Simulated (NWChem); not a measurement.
System: SeCl₂; SMILES Cl[Se]Cl

Results from NWChem. Pople sets run with spherical d functions. STO-3G and 3-21G are far too small for this property and stand as cheap habits. Structure relaxed at the PBE0/def2-SVP level. Vertical excitations in the gas phase; the lowest state need not have the same character in each row.

Question: Order these by “lowest excitation, singlet (eV)”, lowest first: PBE0/def2-SVP, TDA; PBE0/def2-SVPD, TDA; PBE0/6-31G*, TDA.

Answer: PBE0/def2-SVPD, TDA (2.69), PBE0/6-31G*, TDA (2.77), PBE0/def2-SVP, TDA (2.86)
